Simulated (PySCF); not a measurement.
wB97M-V on Mo²⁺ (molybdenum, charge +2)

Configuration: [Kr] 4d3 5p1, one real determinant (an excited configuration). Computed with PySCF 2.14 in def2-TZVPPD with the def2 core potential (28 electrons) (6s4p3d2f1g, 56 functions), with scalar relativity through the core potential.

```json
{
 "Total energy": "-66.8200 hartree",
 "One-electron energy": "-105.0630 hartree",
 "Hartree (Coulomb) energy": "45.2935 hartree",
 "Exchange-correlation energy": "-7.0506 hartree",
 "⟨S²⟩": "6.0007",
 "⟨L²⟩": "14.012",
 "Sum of ⟨r⟩": "18.10 bohr",
 "Sum of ⟨r²⟩": "35.86 bohr²",
 "Traceless quadrupole moment −½Σ⟨3z² − r²⟩ along its main axis": "-5.21 e·bohr²"
}
```

```json
{"shell": "4s α", "electrons": "1", "mean orbital energy (hartree)": "-3.56135", "spread (hartree)": "0", "rms radius, mean of both spins (bohr)": "1.17"}
{"shell": "4s β", "electrons": "1", "mean orbital energy (hartree)": "-3.47879", "spread (hartree)": "0", "rms radius, mean of both spins (bohr)": "1.17"}
{"shell": "4p α", "electrons": "3", "mean orbital energy (hartree)": "-2.54886", "spread (hartree)": "0.00900", "rms radius, mean of both spins (bohr)": "1.30"}
{"shell": "4p β", "electrons": "3", "mean orbital energy (hartree)": "-2.44132", "spread (hartree)": "0.01427", "rms radius, mean of both spins (bohr)": "1.30"}
{"shell": "4d α", "electrons": "3", "mean orbital energy (hartree)": "-1.10616", "spread (hartree)": "0.00561", "rms radius, mean of both spins (bohr)": "1.79"}
{"shell": "5p α", "electrons": "1", "mean orbital energy (hartree)": "-0.63064", "spread (hartree)": "0", "rms radius, mean of both spins (bohr)": "3.65"}
```

⟨L²⟩ = 14.01 against 20 for a pure G term, so this real determinant mixes terms. Energies and moments cover only the electrons outside the core potential.
